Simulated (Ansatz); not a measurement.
Reaction (ligand exchange at the Si–O bond): `[SiH3][O][In]([SH])[O][SiH3]` + `CC(N)O` → `CC(O)N[SiH3]` + `[OH][In]([SH])[O][SiH3]`

Isolated molecules relaxed with PBE0-D4/def2-TZVP in Ansatz; ΔE leaves out vibrations. CCSD(T)/CBS adds triple-zeta CCSD(T) − MP2 to the extrapolated MP2 energy (def2 sets, frozen cores). def2 core potentials past Kr. For In outer-core shells are correlated without core-valence functions, which leaves a few kJ/mol of doubt a bond. Each species was taken in one conformer, which may not be the lowest.

```
                       species  CCSD/CBS(def2) energy (Eh)
`[SiH3][O][In]([SH])[O][SiH3]`                 -1320.40763
                      `CC(N)O`                  -210.16317
                `CC(O)N[SiH3]`                  -500.45490
     `[OH][In]([SH])[O][SiH3]`                 -1030.09336
```

Q: Work out ΔE.

A: ΔE = (-500.45490) + (-1030.09336) − (-1320.40763) − (-210.16317) = 0.02254 Eh = +0.61 eV. CCSD(T)/CBS gives +0.59 eV.

Largest T1 diagnostic among the species: 0.016.

In def2-TZVPP, CCSD(T) changes the Hartree–Fock value by −0.15 eV (the triples alone add −0.02 eV) and MP2 by −0.16 eV. From PBE to PBE0 (25 % exact exchange), in def2-TZVPP and without D4, ΔE moves by +0.06 eV.
